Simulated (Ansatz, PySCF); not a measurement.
Breaking the Be1–H2 bond in BeH2O (SMILES [BeH][OH]) (multiplicity 1 held, fragments rigid). Energies count from the point at 1.328 Å.
Geometry at that point (charge 0, multiplicity 1):
```xyz
4

Be    -0.784    -0.353     0.030
H     -1.995    -0.895     0.080
O      0.511     0.185    -0.074
H      1.042     0.825     0.390
```

R- and RO- levels are restricted; in cc, def2 and unpolarised 6-31G sets they are followed outwards from rest. U- levels take the lowest unrestricted solution at each point, which mixes spins at long bonds. Active spaces are followed from a long bond inwards. Levels need not reach the same state.

Correlated levels freeze the cores. Rows in 3-21G, 6-31G* carry no dispersion term and start afresh at each structure (6-31G* with six Cartesian d functions).

Codes used: Ansatz (a program for electronic structure) with Gaussian orbitals; PySCF for 3-21G rows, 6-31G* rows. 

| level | energy at R = 4.249 Å (eV) |
|---|---|
| R-HF/3-21G | 7.047 |
| U-HF/6-31G* | 3.157 |
| R-HF/aug-cc-pVTZ | 6.440 |
| R-PBE/aug-cc-pVTZ | (withheld) |
| R-B3LYP/6-31G* | 5.528 |
| R-MP2/aug-cc-pVTZ | 5.440 |
| U-MP2/aug-cc-pVTZ | 3.879 |
| FIC-MRCISD on CASSCF(2,2)/aug-cc-pVTZ | 3.946 |
| FIC-MRCISD+Q on CASSCF(2,2)/aug-cc-pVTZ | 4.026 |

Task: What belongs in the gaps?

Result: 
- R-PBE/aug-cc-pVTZ, energy at R = 4.249 Å (eV): 4.911

Doubts at one or more of the structures used: a restricted determinant that unrestricted orbitals would lower (R-HF/3-21G, R-HF/aug-cc-pVTZ, R-PBE/aug-cc-pVTZ, R-B3LYP/6-31G*, R-MP2/aug-cc-pVTZ); a spin-contaminated determinant (U-HF/6-31G*, U-MP2/aug-cc-pVTZ).
